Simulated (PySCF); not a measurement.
A species of formula C5H13B has this rotational fingerprint, computed with PBE0-D3(BJ)/def2-SVP geometry optimisation, gas phase (PySCF):

```
Rotational constants : A = 4388, B = 2157, C = 1710 MHz
Dipole components    : |μa| = 0.02 D, |μb| = 0.04 D, |μc| = 0.08 D
Inertial defect      : -53.96 u·Å²
κ                    : -0.67
```

Question: Which structure is it? (One computed conformer of each.)
A. `[CH3:1][CH2:2][CH2:3][B:4]([CH3:5])[CH3:6]` with C1–C2–C3–B4 176°, C2–C3–B4–C5 -25°
B. `[BH2:1][C:2]([CH3:3])([CH3:4])[CH2:5][CH3:6]` with H–B1–C2–C3 154° and -32°, B1–C2–C5–C6 -56°
C. BEt2Me (`CCB(C)CC`)

Answer: C. It is CCB(C)CC, an asymmetric top. The candidates at the same level (rigid rotor, commonest isotopes):

```json
{"SMILES": "CCCB(C)C", "A (MHz)": "6225", "B (MHz)": "1652", "C (MHz)": "1372", "μa (D)": "0.06", "μb (D)": "0.02", "μc (D)": "0.03", "Δ (u·Å²)": "-18.77", "point group": "C1", "rotor": "asymmetric top"}
{"SMILES": "BC(C)(C)CC", "A (MHz)": "4486", "B (MHz)": "2606", "C (MHz)": "2422", "μa (D)": "0.11", "μb (D)": "0.34", "μc (D)": "0.59", "Δ (u·Å²)": "-97.93", "point group": "C1", "rotor": "asymmetric top"}
{"SMILES": "CCB(C)CC", "A (MHz)": "4388", "B (MHz)": "2157", "C (MHz)": "1710", "μa (D)": "0.02", "μb (D)": "0.04", "μc (D)": "0.08", "Δ (u·Å²)": "-53.96", "point group": "–", "rotor": "asymmetric top"}
```

`BC(C)(C)CC` has C 42 % too high; `CCCB(C)C` has A 42 % too high. No structure here is proved a minimum.
